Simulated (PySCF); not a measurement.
C4H9NSi, SMILES C#C[Si@H](C)NC. Atoms are numbered in the order given.

```xyz
15

C     -0.9861     1.4387     2.0980
C     -0.7382     0.8836     1.0427
Si    -0.3710     0.0506    -0.5639
C     -1.6081    -1.3161    -0.9072
N      1.2085    -0.6493    -0.4501
C      2.4080     0.0484    -0.0259
H     -1.2060     1.9256     3.0305
H     -0.5093     1.1143    -1.6099
H     -1.5777    -2.0777    -0.1127
H     -1.3957    -1.8070    -1.8714
H     -2.6289    -0.9059    -0.9570
H      1.3878    -1.4755    -1.0126
H      2.9542     0.5487    -0.8508
H      2.1427     0.8245     0.7095
H      3.1140    -0.6371     0.4742
```
Charge 0, spin multiplicity 1.

Geometry optimised at B3LYP-D3(BJ)/def2-SVP. The structure was generated by enumeration; whether it is a known compound was not checked. One conformer was computed; it need not be the lowest.

Calculation: PySCF with TDA-ωB97X/def2-SVPD.

Vertical excitations. Isolated molecule, no solvent.

```
state  energy (eV)  λ (nm)      f                                                                   main pairs
-----  -----------  ------  -----  ---------------------------------------------------------------------------
S1            6.06     205  0.000                                           HOMO−1→LUMO 57 %, HOMO−2→LUMO 11 %
S2            6.26     198  0.004                                             HOMO→LUMO 53 %, HOMO→LUMO+1 23 %
S3            6.38     194  0.001    HOMO−2→LUMO 27 %, HOMO−2→LUMO+1 13 %, HOMO−1→LUMO+1 11 %, HOMO−1→LUMO 9 %
S4            6.42     193  0.004  HOMO−2→LUMO+1 26 %, HOMO−2→LUMO+2 17 %, HOMO−1→LUMO+1 13 %, HOMO−2→LUMO 6 %
S5            6.80     182  0.007                                             HOMO→LUMO+1 56 %, HOMO→LUMO 25 %
S6            7.36     168  0.002                          HOMO→LUMO+2 53 %, HOMO→LUMO+4 16 %, HOMO→LUMO+3 8 %
S7            7.76     160  0.040                                            HOMO→LUMO+3 60 %, HOMO→LUMO+4 9 %
S8            8.25     150  0.009        HOMO→LUMO+5 24 %, HOMO→LUMO+2 16 %, HOMO→LUMO+4 16 %, HOMO→LUMO+8 9 %
S9            8.35     148  0.081    HOMO−1→LUMO+2 29 %, HOMO→LUMO+7 17 %, HOMO−1→LUMO+1 10 %, HOMO→LUMO+6 8 %
S10           8.47     146  0.133     HOMO→LUMO+4 20 %, HOMO→LUMO+6 15 %, HOMO−2→LUMO+2 13 %, HOMO→LUMO+7 12 %
T1            5.04     246      0     HOMO−2→LUMO 33 %, HOMO−1→LUMO+1 16 %, HOMO−1→LUMO 8 %, HOMO−1→LUMO+2 8 %
T2            5.55     223      0     HOMO−1→LUMO 45 %, HOMO−2→LUMO+1 12 %, HOMO−2→LUMO+2 9 %, HOMO−2→LUMO 9 %
T3            5.58     222      0                     HOMO−2→LUMO 28 %, HOMO−1→LUMO+1 22 %, HOMO−1→LUMO+2 15 %
T4            6.05     205      0                                             HOMO→LUMO 59 %, HOMO→LUMO+1 21 %
```
Triplets are in the Tamm–Dancoff approximation.
